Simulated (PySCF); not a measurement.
Spinor energies of Nd⁺ (neodymium, charge +1)

Start: [Xe] 4f4 6s1; 4f5/2 filled at m_j = -1/2, +1/2, +3/2, +5/2; 6s1/2 filled at m_j = -1/2. Calculated with PySCF 2.14 in x2c-TZVPall-2c with one added diffuse shell each of s, p, d, f type (12s12p11d5f1g, 147 functions): generalised Hartree-Fock with the X2C-1e Hamiltonian and a Gaussian nucleus; one run each with spin-orbit coupling (SO) switched off, then screened by Boettger's factors.

```
spinor shell  electrons  ε, spin-free (eV)  ε, screened SO (eV)  weight of nominal j (screened SO)  rms radius, screened SO (bohr)
       1s1/2          2           -43788.6             -43781.9                              1.000                          0.0269
       2s1/2          2            -7200.2              -7198.2                              1.000                           0.109
       2p1/2          2            -6430.7              -6795.4                              1.000                          0.0938
       2p3/2          4            -6430.7              -6271.4                              1.000                          0.0998
       3s1/2          2            -1613.6              -1612.9                              1.000                           0.283
       3p1/2          2            -1365.6              -1440.2                              1.000                           0.275
       3p3/2          4            -1365.6              -1332.5                              1.000                           0.288
       3d3/2          4            -1021.1              -1035.0                              0.997                           0.260
       3d5/2          6            -1021.1              -1011.2                              0.998                           0.263
       4s1/2          2            -345.72              -345.49                              1.000                           0.645
       4p1/2          2            -261.80              -279.23                              0.982                           0.668
       4d3/2          4            -139.30              -145.59                              0.772                           0.762
       4d5/2          6            -139.30              -134.88                              0.848                           0.767
       5s1/2          2            -55.994              -55.953                              1.000                            1.59
       5p1/2          2            -33.323              -36.172                              0.919                            1.79
       5p3/2          4            -33.323              -32.031                              0.960                            1.89
       4f5/2          4            -17.686              -17.696                              0.699                            1.15
       6s1/2          1            -10.075              -10.076                              1.000                            4.47
```

Problem. Where does 4p3/2 lie, and what is the 4p spin-orbit splitting (screened SO)?

Solution. At -253.91 eV, 25.324 eV above 4p1/2.

```tsv
quantity	spin-free	screened SO
E (hartree)	-9617.29990	-9622.11772
M_J	7/2	7/2
⟨J²⟩	20.758	20.196
⟨L²⟩	42.006	41.896
⟨S²⟩	8.752	8.732
```

The determinant has a definite M_J but mixes levels of different J.

Each row is a mean over spinors that exchange with the open shell spreads, by up to 10.033 eV (4d3/2).

Rows whose weight is well below 1 are mixtures of j = l ± 1/2: exchange outweighs spin-orbit coupling there, and the label is only the starting occupation.

Breit and QED terms are absent; they matter most for the inner s and p1/2 levels.

Densities and radii are taken from the X2C orbitals without a picture-change correction, which distorts them close to the nucleus.

Without spin-orbit coupling the j labels of p, d and f shells carry no meaning; the spin-free column gives the mean over the occupied spinors of each nl shell, and its ⟨J²⟩ belongs to a mixture of degenerate components.
